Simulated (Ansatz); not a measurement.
`CNB[SiH3]` and `[SiH3]BN[SiH3]` differ in one atom or group.

Ansatz, PBE0-D4/def2-TZVP geometries, multiplicity 1. Each molecule was computed in one conformer, which needn't be the lowest.

```
                                      property  `CNB[SiH3]`
          HOMO–LUMO gap (PBE0/def2-TZVPP) / eV         7.33
         HOMO–LUMO gap (B3LYP/def2-TZVPP) / eV         6.96
size of the dipole moment (PBE/def2-TZVPP) / D         2.82
           HOMO–LUMO gap (PBE/def2-TZVPP) / eV         5.19
         LUMO energy (ωB97M-V/def2-TZVPP) / eV         1.40
           LUMO energy (B3LYP/def2-TZVPP) / eV        -0.67
```

What does the change do to each property? (An estimate is asked.)

The calculation gave: 
| property | `[SiH3]BN[SiH3]` | shift |
| --- | --- | --- |
| HOMO–LUMO gap (PBE0/def2-TZVPP) / eV | 6.89 | -0.44 |
| HOMO–LUMO gap (B3LYP/def2-TZVPP) / eV | 6.53 | -0.43 |
| size of the dipole moment (PBE/def2-TZVPP) / D | 2.04 | -0.78 |
| HOMO–LUMO gap (PBE/def2-TZVPP) / eV | 4.74 | -0.45 |
| LUMO energy (ωB97M-V/def2-TZVPP) / eV | 0.91 | -0.49 |
| LUMO energy (B3LYP/def2-TZVPP) / eV | -1.17 | -0.50 |

With PBE0 the HOMO falls by 0.06 eV and the LUMO falls by 0.52 eV, so the gap narrows by about 0.46 eV. PBE moves the HOMO by -0.07 eV and ωB97M-V by -0.07 eV. Dipoles are sizes alone; their direction can turn.

B3LYP here is the variant with VWN-RPA as its local correlation; programs differ in this.
